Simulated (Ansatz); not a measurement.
Geometry optimisation, RKS LDA/def2-SVP (Ansatz).

Input:

```yaml
crystal:
  periodic: [false, false, false]
  atoms:
    - { symbol: O, position_ang: [-1.7321, -0.328, 0.9065] }
    - { symbol: Si, position_ang: [-0.802, 0.2583, -0.3081] }
    - { symbol: C, position_ang: [0.9144, 0.6836, 0.0896] }
    - { symbol: "N", position_ang: [0.6425, -0.6916, -0.0232] }
    - { symbol: H, position_ang: [-1.333, -0.9436, 1.4404] }
    - { symbol: H, position_ang: [-1.1964, -0.1435, -1.6655] }
    - { symbol: H, position_ang: [1.1436, 1.066, 1.1039] }
    - { symbol: H, position_ang: [1.5769, 1.1362, -0.6949] }
    - { symbol: H, position_ang: [0.8745, -1.0839, -0.866] }
basis:
  gaussian: { orbitals: def2-SVP }
hamiltonian:
  xc: lda
relax:
  f_tol: 0.015
  max_steps: 40
output:
  orbitals: {}
```

Run as:

```bash
$ ansatz run input.yaml --threads 1 --pin off --max-ram 2048MiB --backend cpu --events-out ev --progress --plain --runs-dir out
```

Task: Where does it end, and by what steps?

Result: The run converged. After 10 steps the energy has fallen by 1.008 eV; H9 moved furthest, 0.65 Å.

```json
{"step": "0", "energy less start (eV)": "0.0000", "largest force component (eV/Å)": "3.497", "accepted": "yes"}
{"step": "1", "energy less start (eV)": "-0.6381", "largest force component (eV/Å)": "1.358", "accepted": "yes"}
{"step": "2", "energy less start (eV)": "-0.8200", "largest force component (eV/Å)": "0.786", "accepted": "yes"}
{"step": "3", "energy less start (eV)": "-0.9180", "largest force component (eV/Å)": "0.758", "accepted": "yes"}
{"step": "4", "energy less start (eV)": "-0.9470", "largest force component (eV/Å)": "0.786", "accepted": "yes"}
{"step": "5", "energy less start (eV)": "-0.9910", "largest force component (eV/Å)": "0.471", "accepted": "yes"}
{"step": "6", "energy less start (eV)": "-0.9945", "largest force component (eV/Å)": "0.458", "accepted": "yes"}
{"step": "7", "energy less start (eV)": "-1.0064", "largest force component (eV/Å)": "0.103", "accepted": "yes"}
{"step": "8", "energy less start (eV)": "-1.0072", "largest force component (eV/Å)": "0.104", "accepted": "yes"}
{"step": "9", "energy less start (eV)": "-1.0080", "largest force component (eV/Å)": "0.022", "accepted": "yes"}
{"step": "10", "energy less start (eV)": "-1.0082", "largest force component (eV/Å)": "0.008", "accepted": "yes"}
```

```xyz
9
Properties=species:S:1:pos:R:3
O -1.928 -0.434 0.787
Si -0.748 -0.024 -0.294
C 0.924 0.696 0.040
N 0.779 -0.753 -0.205
H -1.606 -0.763 1.647
H -1.474 0.246 -1.568
H 1.286 0.993 1.049
H 1.396 1.315 -0.758
H 1.459 -1.322 -0.715
```

Time of the run: 20 s on 1 thread of Arm Neoverse V2, with other jobs on the host, peak memory 0.14 GiB.
